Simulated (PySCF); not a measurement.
Gas-phase XPS of `C[O][GeH2][O]C[S@@](C)=O`, computed

Compound: C3H10GeO3S.
Numbering: `[CH3:1][O:2][GeH2:3][O:4][CH2:5][S@@:6]([CH3:7])=[O:8]`

Theory: delta-SCF UKS SCAN, pcX-2 on the ionised atom, pcseg-1 elsewhere, spin-free X2C (PySCF). Vertical ΔSCF values, vacuum level as zero.

Q: Give the core binding energies atom by atom.

A: 
```csv
atom(s),bonded to,level,binding energy (eV),above the level's lowest (eV),count
S6,O (double bond) and 2 C,S 1s,2480.03,0.00,1
O4,C and Ge,O 1s,537.77,+1.07,1
O8,S (double bond),O 1s,537.03,+0.33,1
O2,C and Ge,O 1s,536.70,0.00,1
C5,"O, S and 2 H",C 1s,292.79,+1.25,1
C7,S and 3 H,C 1s,291.55,+0.01,1
C1,O and 3 H,C 1s,291.54,0.00,1
```

Lowest listed C 1s: C1, bonded to O and 3 H. Highest, 1.25 eV above it: C5, bonded to O, S and 2 H. Summing the Pauling electronegativity differences to the bonded atoms, each weighted by its formal bond order, gives -0.16 for the lowest site and +0.22 for the highest; no listed site has a larger sum than the highest. The smallest sum, -1.02, belongs to C7, 0.01 eV above the lowest. The values 291.54 and 291.55 eV lie too close for their order to be trusted.

The listed O 1s values span 1.07 eV, from O2 (bonded to C and Ge) to O4 (bonded to C and Ge). Summing the Pauling electronegativity differences to the bonded atoms, each weighted by its formal bond order, gives -2.32 for the lowest site and -2.32 for the highest; the largest sum, -1.72, belongs to O8, 0.74 eV below the top.

Q: Which effective nuclear charge Zeff reproduces each element's mean 1s value in the hydrogen-like formula E = 13.606 eV × Zeff²?

A: C (Z = 6): mean 292.0 eV, Zeff = 4.63, Z − Zeff = 1.37; O (Z = 8): mean 537.2 eV, Zeff = 6.28, Z − Zeff = 1.72; S (Z = 16): mean 2480.0 eV, Zeff = 13.50, Z − Zeff = 2.50. Means run over the listed sites, weighted by atom count.

Q: Express the binding energy of S 1s of S6 in atomic units and per mole.

A: 2480.03 eV = 91.1394 Eh = 239287 kJ/mol.

Not every level is listed. No level of germanium is listed. Isolated species at its PBE0-D3(BJ)/def2-SVP geometry (one conformer only).

Hardware: one thread of an Intel Xeon at 2.70 GHz, shared host with 64 logical CPUs at a one-minute load of 59. Cost: 5.5 min of wall time, 0.66 GiB resident at most.

Conformer computed: `[CH3:1][O:2][GeH2:3][O:4][CH2:5][S@@:6]([CH3:7])=[O:8]`: C1–O2–Ge3–O4 61°, O2–Ge3–O4–C5 -148°, Ge3–O4–C5–S6 -54°, O4–C5–S6–C7 -67°.
